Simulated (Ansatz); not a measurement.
Ansatz (a first-principles code) input (RI-MP2/def2-QZVPP):
A basis named .json is the Basis Set Exchange file of that set.

Ansatz 0.2 input:
```yaml
crystal:
  periodic: [false, false, false]
  atoms:
    - {symbol: B, position_ang: [-0.71003125, 0.07546853, -0.03452717]}
    - {symbol: O, position_ang: [0.63419432, 0.01457283, 0.08808635]}
    - {symbol: H, position_ang: [-1.30224394, -0.74213500, -0.67821064]}
    - {symbol: H, position_ang: [-1.25992586, 0.97291974, 0.52460695]}
    - {symbol: H, position_ang: [1.03877147, -0.72471000, -0.37845126]}
basis:
  gaussian:
    orbitals: def2-QZVPP.json
    fitting: {mean_field: def2-universal-jkfit, correlation: def2-QZVPP-RIFIT.json}
magnetization: {spin_polarized: false}
correlation: {method: mp2, electrons: outside_noble_gas}
```

Output:

```
Functional definition: HF
integrals: 0.11 GiB planned
206 factors; integrals over basis functions are off by at most 1.9e0 eV
mean field: 0.31 GiB planned
mean field evaluation 1: about -2756.5838 eV, gradient 3.3e1 eV
mean field evaluation 2: about -2757.9278 eV, gradient 2.1e1 eV
mean field evaluation 4: about -2758.6362 eV, gradient 3.6e-1 eV
mean field evaluation 8: about -2758.6367 eV, gradient 1.5e-6 eV
mean field -2758.63669074 eV, -101.3780285135 hartree, gradient 1.5e-6 eV, S^2 0.000000; 0 other end points of the search recorded, 0 dependent functions left out
2 core orbitals not correlated
450 factors; their error is unknown
reference -2758.63669074 eV, -101.3780285135 hartree; 6, 6 occupied and 196, 196 virtual orbitals, 450 factors
second order -10.25054788 eV of doubles, -0.00000000 eV of singles
Total energy: -2768.88723862 eV, -101.7547292001 hartree
```
